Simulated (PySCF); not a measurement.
## Radial density of F⁺ (fluorine, charge +1)

UHF, [He] 2s2 2p4, high-spin 3P determinant. Calculation: PySCF 2.14, in Sapporo-DZP-2012 (4s3p1d, 18 functions); the spin-free X2C one-electron Hamiltonian (Gaussian nucleus).

| r (bohr) | 4πr²ρ (e/bohr) | 4πr²(ρα − ρβ) |
| --- | --- | --- |
| 0.00336 | 0.05917 | 0.0000 |
| 0.00564 | 0.1632 | 0.0000 |
| 0.00949 | 0.4340 | 0.0000 |
| 0.0160 | 1.087 | 0.0001 |
| 0.0269 | 2.536 | 0.0004 |
| 0.0452 | 5.161 | 0.0028 |
| 0.0760 | 8.470 | 0.0172 |
| 0.128 | 9.659 | 0.0966 |
| 0.215 | 6.524 | 0.4167 |
| 0.362 | 3.955 | 1.1676 |
| 0.608 | 5.753 | 2.0169 |
| 1.02 | 4.637 | 1.4613 |
| 1.72 | 1.078 | 0.2997 |
| 2.89 | 0.07769 | 0.0254 |
| 4.87 | 1.329e-05 | 0.0000 |

Densities and radii are taken from the X2C orbitals without a picture-change correction, which distorts them close to the nucleus.
